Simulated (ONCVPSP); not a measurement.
## Building the ONCV potential for Au (Z = 79) (PBE, non-relativistic).

ONCVPSP 4.0.1 input, shortened (lines: element, Z, core and valence counts, functional; n l f; lmax; l rc ep ncon nbas qcut; lloc lpopt rc5 dvloc0; l nproj debl; icmod fcfact rcfact), PBE, non-relativistic:

```
  Au 79.00   10    5        4      upf
    1    0    2.00
    2    0    2.00
    2    1    6.00
    3    0    2.00
    3    1    6.00
    3    2   10.00
    4    0    2.00
    4    1    6.00
    4    2   10.00
    4    3   14.00
    5    0    2.00
    5    1    6.00
    5    2   10.00
    6    0    0.75
    6    1    0.25
    2
    0    1.80    0.00    4    7    7.30
    1    1.85    0.00    4    7    6.50
    2    2.20    0.00    3    7    7.80
    4    5    1.40    0.00
    0    2    3.80
    1    2    2.80
    2    2    0.30
    0    0.00    0.00
```

In the d channel the program set the typed energies aside and used -0.314, 0.250 Ha.

Calculated quality:

* Cutoffs needed: 19 Ha and 22 Ha (the cutoffs (Ha) at which the residual kinetic energy of the hardest occupied pseudo-wave falls to 1 and 0.1 mHa per electron)
* Ghost test: no bound ghost flagged; GHOST(+) flagged for s at 191.2 eV
* Configuration tests: 1 of 4 tests not solved or not reliable

Generation and tests took about 4.8 s on one core of a shared server CPU.
